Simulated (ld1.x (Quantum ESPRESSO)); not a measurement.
What one change does to a pseudopotential (Mo, RRKJ)

* Element: molybdenum (Mo)
* Generator: ld1.x (Quantum ESPRESSO) 7.5
* Type: norm-conserving RRKJ (Kleinman–Bylander form)
* Functional: LDA (PZ)
* Relativity: fully relativistic
* Frozen core: [Ar] 3d10
* Valence charge: 14
* Reference configuration: 4s2 4p6 4d6 5s0 5p0
* Partial waves: 4s (bound): rc 1.75 bohr; 4p (bound): rc 1.60 bohr; 4d (bound): rc 2.05 bohr
* Local potential: the d channel
* Core correction: none

Open shells are filled in proportion to 2j + 1 (rel_dist='average').

Change: wave 4s (bound): rc 1.75 bohr becomes 4s (bound): rc 1.84 bohr.

Cutoffs: the cutoffs (Ry, on a coarse ladder) from which the occupation-weighted sum of valence levels, in a spherical-Bessel basis at the reference potential, stays within 10 and 1 mRy of its value at 400 Ry; they do not see the model core or the augmentation charge, which bear on the density cutoff. Errors are all-electron minus pseudo energies relative to the spin-unpolarised reference configuration.

How do hardness, ghosts and transferability respond?

The potential gets neither clearly harder nor softer (50 Ry and 80 Ry → 50 Ry and 80 Ry); the p channel sets the loose cutoff, while the largest relative change is in s, which becomes softer; of the 7 tests that both files solve, the error grows in 5 and shrinks in 0 by more than 15 % and 0.3 meV (median size 261.4 → 436.3 meV); neither file shows a bound ghost. More of the atom is replaced by a form fitted at one configuration, so other configurations suffer. In the base the local d channel has no projectors, so it cannot carry the spin–orbit splitting, and the file is wrong for that shell. In the changed file the local d channel has no projectors, so it cannot carry the spin–orbit splitting, and the file is wrong for that shell.

| quantity | base | changed |
| --- | --- | --- |
| cutoff, loose | 50 Ry | 50 Ry |
| cutoff, tight | 80 Ry | 80 Ry |
| loose cutoff by channel (10 mRy a level) | s 30 Ry, p 40 Ry, d 30 Ry | s 25 Ry, p 40 Ry, d 30 Ry |
| bound ghosts | none | none |
| largest miss of a reference level, eV | 0.11 | 0.11 |
| error for 4s2 4p6 4d5 5s1 5p0, meV [ΔE -0.82 eV] | +261 | +436 |
| error for 4s2 4p6 4d5 5s0 5p0, meV [ΔE 6.37 eV] | -0.7 | -0.7 |
| error for 4s2 4p6 4d4 5s0 5p0, meV [ΔE 22.07 eV] | -3.9 | -3.9 |
| error for 4s2 4p6 4d5.5 5s0.5 5p0, meV [ΔE -0.51 eV] | +119 | +200 |
| error for 4s2 4p5 4d5 5s1 5p0, meV [ΔE 43.32 eV] | +493 | +815 |
| error for 4s2 4p6 4d4 5s2 5p0, meV [ΔE -0.68 eV] | +645 | +1063 |
| error for 4s2 4p6 4d4 5s1 5p1, meV [ΔE 2.93 eV] | +347 | +581 |
| s: phases at 2.24 bohr within 0.05 rad from the reference energy up to (Ry; the scan ends near 5) | -0.4 | -0.6 |
| p1/2: phases at 2.24 bohr within 0.05 rad from the reference energy up to (Ry; the scan ends near 5) | to the end of the scan | to the end of the scan |
| p3/2: phases at 2.24 bohr within 0.05 rad from the reference energy up to (Ry; the scan ends near 5) | to the end of the scan | to the end of the scan |
| d3/2: phases at 2.24 bohr within 0.05 rad from the reference energy up to (Ry; the scan ends near 5) | 3.6 | 3.6 |
| d5/2: phases at 2.24 bohr within 0.05 rad from the reference energy up to (Ry; the scan ends near 5) | 3.9 | 3.9 |
